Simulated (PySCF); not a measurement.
BiH from Hartree–Fock to correlated methods

State: ³Σ⁻ (triplet), unpaired electrons π ↑↑. Set-up: PySCF, scalar-relativistic core potentials, basis sets Bi cc-pVTZ-PP with ECP60, H cc-pVTZ. De refers to Bi + H in their high-spin ground configurations, without counterpoise correction. The functionals are run spin-unrestricted. A positive dipole means Bi(−)H(+).

| Level | Re (Å) | ωe (cm⁻¹) | De (eV) | μ (D) |
| --- | --- | --- | --- | --- |
| UHF | 1.790 | 1863 | 1.31 | -0.65 |
| UHF-MP2 | 1.780 | 1886 | 2.14 | n/a |
| UHF-SCS-MP2 | 1.785 | 1876 | 2.25 | n/a |
| UHF-CCSD | 1.793 | 1819 | 2.31 | n/a |
| UHF-CCSD(T) | 1.796 | 1802 | 2.35 | n/a |
| PBE | 1.818 | 1737 | 2.46 | -0.73 |
| BP86 | 1.818 | 1736 | 2.62 | -0.73 |
| r²SCAN | 1.803 | 1792 | 2.41 | -0.68 |
| B3LYP | 1.809 | 1774 | 2.54 | -0.75 |
| PBE0 | 1.799 | 1810 | 2.36 | -0.68 |
| M06 | 1.819 | 1767 | 2.75 | -0.91 |

**Question.** Which functional lies closest to UHF-CCSD(T) in De, which farthest, and by how much do they differ from it?

**Answer.** Closest is PBE0 (+0.3 pm in Re, +0.4 % in ωe, +0.01 eV in De against UHF-CCSD(T) in the same basis), farthest M06 (+2.3 pm in Re, -1.9 % in ωe, +0.40 eV in De). CCSD(T) converges more slowly with the basis than the functionals do and binds too weakly in this one, so the order can change at the basis-set limit.

**Question.** What does second-order correlation do here, going from UHF to UHF-MP2?

**Answer.** UHF-MP2 less UHF: -1.0 pm in Re, +1.2 % in ωe, +0.83 eV in De. Correlation nearly always deepens the well. The bond shortens, as in weak, metallic or heavy-atom bonds, where dispersion and the correlation of outer-core electrons pull the atoms together.

Correlated steps freeze 4 core orbitals. Spin–orbit coupling is left out, which matters for elements this heavy, above all for dissociation energies. The state is the lowest determinant that a PBE0 search found; another state may lie lower at other levels.
